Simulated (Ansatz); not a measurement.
Frontier orbitals of `S=[CH][GeH3]`.

The species carries charge 0 and has multiplicity 1. Correlated methods include outer-core shells of Ge, which these sets cover unevenly. Scalar relativity is left out up to krypton. Geometry: relaxed with PBE0-D4/def2-TZVP. Basis def2-TZVPP, the Gaussian-basis code of Ansatz.

A caution on the coupled-cluster cation, which keeps the state that its UHF reference found: spin contamination of the cation.

| functional | HOMO (eV) | LUMO (eV) |
| --- | --- | --- |
| r2SCANh | -5.89 | -3.16 |

Problem. Give HOMO and LUMO (eV) with LDA (SPW92), PBE, revPBE, BLYP, r2SCAN, B97M-V, PBE0, B3LYP, r2SCAN0, HSE06 (plane-wave form), BHLYP, CAM-B3LYP, LC-ωPBE, ωB97X-V, ωB97M-V, HF. (Estimate.)

Solution. Ansatz gave: 
```
             functional   HOMO   LUMO
            LDA (SPW92)  -5.35  -3.79
                    PBE  -5.24  -3.61
                 revPBE  -5.20  -3.54
                   BLYP  -5.10  -3.44
                 r2SCAN  -5.45  -3.52
                 B97M-V  -5.54  -3.46
                   PBE0  -6.42  -2.67
                  B3LYP  -6.20  -2.85
                r2SCAN0  -6.56  -2.63
HSE06 (plane-wave form)  -6.02  -3.05
                  BHLYP  -7.48  -1.56
              CAM-B3LYP  -7.73  -1.47
                LC-ωPBE  -9.10  -0.36
                ωB97X-V  -8.74  -0.42
                ωB97M-V  -8.58  -0.46
                     HF  -9.14   1.08
```

B3LYP here is the variant with VWN-RPA as its local correlation; programs differ in this. LC-ωPBE has ω = 0.4 bohr⁻¹.
